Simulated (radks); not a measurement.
Species: Ga+. Configuration: [Ar] 3d10 4s2. All-electron calculation, non-relativistic Kohn-Sham, exchange-only LDA, spin-polarised, spherical densities, point nucleus. Program: a radial shooting solver on a logarithmic mesh with Libxc functionals.

Unscreened Slater integrals over Kohn-Sham orbitals (eV). They are taken over the spin-up orbitals.

integral     value
F0(4s,4s)   10.855
F0(4s,3d)   13.880
G2(4s,3d)   1.3853
F0(4s,3p)   14.087
G1(4s,3p)  0.78390
F0(4s,3s)   14.118
G0(4s,3s)  0.57309
F0(3d,3d)   31.523
F2(3d,3d)   14.462
F4(3d,3d)   8.9739
F0(3d,3p)   33.472
F2(3d,3p)   15.705
G1(3d,3p)   19.308
G3(3d,3p)   11.731
F0(3d,3s)   33.902
G2(3d,3s)   14.553
F0(3p,3p)   35.926
F2(3p,3p)   17.909
F0(3p,3s)   36.397
G1(3p,3s)   24.024
F0(3s,3s)   36.918
